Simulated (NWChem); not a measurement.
# BeHSF; SMILES [F][Be][SH]

```xyz
4

Be     0.0215    -0.6730     0.0000
F      0.0192    -2.0491     0.0000
S      0.0641     1.2366     0.0000
H     -1.2849     1.3479     0.0000
```
Atoms are numbered in this order, from 1.

Program: NWChem. The geometry was optimised at B3LYP/6-31G* (spherical d). Vertical excitations in the gas phase; the lowest state need not have the same character in each row.

For level PBE/def2-SVPD, TDA:

| Property | Value |
|---|---|
| lowest excitation, singlet (eV) | 5.52 |
| lowest state with f > 0.02, singlet (eV) | 5.52 |
| orbital gap (eV) | 5.38 |

Task: What are these values for level BHandHLYP/def2-SVPD, TDA?

Result: The lowest excitation, singlet (eV) comes out as 6.04 and the lowest state with f > 0.02, singlet (eV) comes out as 6.04. The orbital gap (eV) is 8.94.
